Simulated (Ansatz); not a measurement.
Calculated with Ansatz (gas phase, PBE0-D4/def2-TZVP geometries, no zero-point term in ΔE). CBS: MP2 limit from def2 TZ/QZ plus the TZ coupled-cluster correction, frozen cores. This one scheme is used for every species. Functionals use def2-TZVPP. B3LYP here is the variant with VWN-RPA as its local correlation; programs differ in this. def2 core potentials past Kr. For Br, In outer-core shells are correlated without core-valence functions, which leaves a few kJ/mol of doubt a bond. Scalar relativity is left out up to krypton. Each species was taken in one conformer, which may not be the lowest.

`[SiH3][O][In]([SH])[Br]` + `[OH][Al]([OH])[Cl]` → `[OH][Al]([Cl])[O][SiH3]` + `[OH][In]([SH])[Br]`  (ligand exchange at the Si–O bond)

`[SiH3][O][In]([SH])[Br]`:

Z-matrix (Å, degrees):
```
Si
O 1 1.635
H 1 1.486 2 108.4
H 1 1.490 2 111.3 3 119.7
H 1 1.490 2 111.4 3 -119.8
In 2 1.966 1 135.4 3 176.7
Br 6 2.445 2 116.6 1 -0.4
S 6 2.351 2 118.0 1 179.6
H 8 1.346 6 91.5 2 -0.0
```

`[OH][Al]([OH])[Cl]`:

Cartesian coordinates in Å:
```
O -0.397 1.257 0.974
Al -0.057 -0.060 -0.012
O 1.448 -0.127 -0.757
Cl -1.467 -1.578 -0.302
H -1.233 1.357 1.427
H 1.706 -0.847 -1.329
```

`[OH][Al]([Cl])[O][SiH3]`:

```xyz
9

O    -2.399   -1.345    0.635
Al   -1.305   -0.076    0.755
Cl   -1.777    1.487    2.038
O     0.121   -0.046   -0.115
Si    1.567    0.416   -0.705
H    -2.255   -2.101    0.068
H     2.266   -0.766   -1.272
H     1.376    1.427   -1.778
H     2.405    1.003    0.373
```

`[OH][In]([SH])[Br]`:

Z-matrix (Å, degrees):
```
In
S 1 2.354
Br 1 2.456 2 122.9
O 1 1.971 2 119.7 3 -180.0
H 2 1.346 1 91.9 3 -180.0
H 4 0.961 1 112.2 2 180.0
```

| level | ΔE (kJ/mol) | difference from CCSD(T)/CBS |
| --- | --- | --- |
| PBE-D4 | -7.5 | -2.7 |
| r2SCAN-D4 | -7.5 | -2.7 |
| B3LYP-D4 | -8.5 | -3.7 |
| ωB97X-V | -7.1 | -2.3 |
| ωB97M-V | -6.7 | -1.9 |
| r2SCAN | -7.8 | -3.0 |
| B3LYP | -10.5 | -5.7 |
| HF/def2-TZVPP | -9.3 | -4.5 |
| MP2/def2-TZVPP | -4.2 | 0.6 |
| SCS-MP2/def2-TZVPP | -5.4 | -0.6 |
| CCSD/def2-TZVPP | -5.9 | -1.1 |
| CCSD(T)/def2-TZVPP | -5.1 | -0.3 |
| HF/def2-QZVPP | -9.5 | -4.7 |
| HF/CBS(def2) | -9.5 | -4.7 |
| MP2/CBS(def2) | -3.9 | 0.9 |
| CCSD/CBS(def2) | -5.7 | -0.9 |
| CCSD(T)/CBS | -4.8 | 0 |

Largest T1 diagnostic among the species: 0.013.

In def2-TZVPP, CCSD(T) changes the Hartree–Fock value by +4.2 kJ/mol (the triples alone add +0.8 kJ/mol) and MP2 by +5.1 kJ/mol.
